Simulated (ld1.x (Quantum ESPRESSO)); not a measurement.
**Pd: excitation energies, all-electron against RRKJ**

```json
{
  "Element": "Pd",
  "Generator": "ld1.x (Quantum ESPRESSO) 7.5",
  "Type": "norm-conserving RRKJ (Kleinman–Bylander form)",
  "Functional": "LDA (PZ)",
  "Relativity": "scalar-relativistic",
  "Frozen core": "[Ar] 3d10",
  "Valence charge": "18",
  "Reference configuration": "4s2 4p6 4d9 5s0 5p0 (charge +1)",
  "Partial waves": "4s (bound): rc 1.35 bohr; 4d (bound): rc 1.20 bohr; 4p (bound): rc 1.30 bohr",
  "Local potential": "the p channel",
  "Core correction": "Bessel-smoothed model core inside 0.70 bohr",
  "rho0": "0.005"
}
```

Energies are relative to the spin-unpolarised reference configuration 4s2 4p6 4d9 5s0 5p0; without spin polarisation the order of configurations can differ from experiment. Spin-polarised rows fill each open shell by Hund’s rule, majority spin first. The frozen-core shift is the all-electron ΔE with the core orbitals held at their reference shape minus the fully relaxed ΔE.

```
               valence configuration  charge  ΔE all-electron (eV)  error AE − PS (meV)  frozen-core shift (meV)
                 4s2 4p6 4d8 5s0 5p0      +2                21.081                 +1.9                     -1.5
                 4s2 4p6 4d7 5s0 5p0      +3                55.676                  +14                     -1.9
               4s2 4p6 4d9.5 5s0 5p0    +0.5                -6.019                 +0.5                     +0.7
                 4s2 4p6 4d8 5s1 5p0      +1                 4.407                 +160                     -3.9
                 4s2 4p6 4d9 5s1 5p0       0                -7.953                 +102                     -1.8
4s2 4p6 4d9 5s0 5p0 (spin-polarised)      +1                -0.144                 +4.4                     +0.1
4s2 4p6 4d8 5s0 5p0 (spin-polarised)      +2                20.446                  +22                     -1.2
```

Question: What are ΔE and the potential's error for 4s2 4p6 4d10 5s0 5p0?

Answer: ΔE = -9.389 eV all-electron; the error (AE − PS) is +1.0 meV.

Question: What are ΔE and the potential's error for 4s2 4p6 4d9 5s0 5p1?

Answer: ΔE = -4.071 eV all-electron; the error (AE − PS) is +34 meV.

Levels in the configuration 4s2 4p6 4d9 5s1 5p0:

```tsv
level	all-electron (eV)	pseudo (eV)
4s	-88.761	-88.696
4p	-54.575	-54.514
4d	-6.900	-6.849
5s	-4.659	-4.729
```

A variational frozen-core shift is positive and of second order in the change. This column holds negative values, so the frozen-core run of ld1.x carries numerical noise or an error of first order here, and the column gives no more than the rough size of the effect.
